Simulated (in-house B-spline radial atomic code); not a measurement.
Values are calculated unless marked as measured or tabulated.
## I in an electron gas of r_s = 2.2: phase shifts, screening, friction and resistivity

A nucleus sits in a uniform electron gas with a rigid positive background. The Kohn-Sham equations are solved self-consistently in the spin-unpolarised LDA (PW92), non-relativistic, on B-splines with outgoing waves at the boundary and partial waves to l = 8. The model has no lattice, no bands and no magnetic solution. Atomic units; δ_l are the phase shifts at the Fermi level, counted so that each bound state adds π, and good to about 0.0005.

The density parameter is r_s = 2.2 bohr, near that of the valence electrons of Ga (3 per atom, density 5.91 g/cm³, mass 69.72 u, which gives r_s = 2.19).

```csv
l,δ_l (rad)
0,13.7241
1,11.1898
2,6.9881
3,0.1231
4,0.0143
5,0.0025
6,0.0005
7,0.0003
8,0.0001
```

Bound levels below the band bottom (hartree): s -5.785, p -4.242, d -1.612, s -0.3165, p -0.02264 and deeper ones.

Q: Check the Friedel sum rule, and say where the screening charge sits.

A: k_F = (9π/4)^(1/3)/r_s = 0.87234. The rule is Z = (2/π) Σ (2l + 1) δ_l. The terms are s 8.737, p 21.371, d 22.244, f 0.549 and 0.108 beyond, in all 53.008 against Z = 53. Bound states hold 10 s, 24 p, 20 d electrons, so the scattering states carry -0.99 in all; where a term is smaller than its bound count, the bound level has drawn weight out of the band.

Q: Find the transport cross section and the electronic stopping of a 10 keV I ion (mass 126.9 u).

A: σ_tr = (4π/k_F²) Σ (l + 1) sin²(δ_l − δ_(l+1)). The terms for l = 0 to 3 are 0.3256, 1.5222, 0.9060, 0.0472, all together 2.8017, so σ_tr = 16.513 × 2.8017 = 46.265 bohr². With n = 3/(4π r_s³) = 0.02242, the friction coefficient is Q = n k_F σ_tr = 0.9049. For v well below v_F = 0.872, dE/dx = Q v; with 24801 eV per u at v = 1, v = √(10000/(24801 × 126.9)) = 0.0564, so dE/dx = 0.05101 hartree/bohr = 26.2 eV/nm. The largest term couples the p and d waves.

Q: What residual resistivity would 1 atomic per cent of such centres give in Ga?

A: Δρ = k_F n_i σ_tr/n in atomic units of 21.74 μΩ·cm. With one host atom per 3 electrons, n_i/n = 0.01/3, so Δρ = 0.8723 × 0.00333 × 46.265 × 21.74 = 2.92 μΩ·cm. This is an atom added to the gas, as on an interstitial site.

Q: On a substitutional site the background of one host ion, a sphere holding 3 charges, is taken out. The phase shifts for l = 0 to 4 become 13.4703, 10.8451, 6.4662, 0.0277, 0.0014. What follows?

A: The Friedel sum is now 50.01, for Z − 3 = 50. The sum in σ_tr is 2.1040, so σ_tr = 34.74 bohr² and Δρ = 2.20 μΩ·cm per atomic per cent, 0.75 times the value above. A real host ion scatters too, so this model doesn't give zero even for the host's own atom.
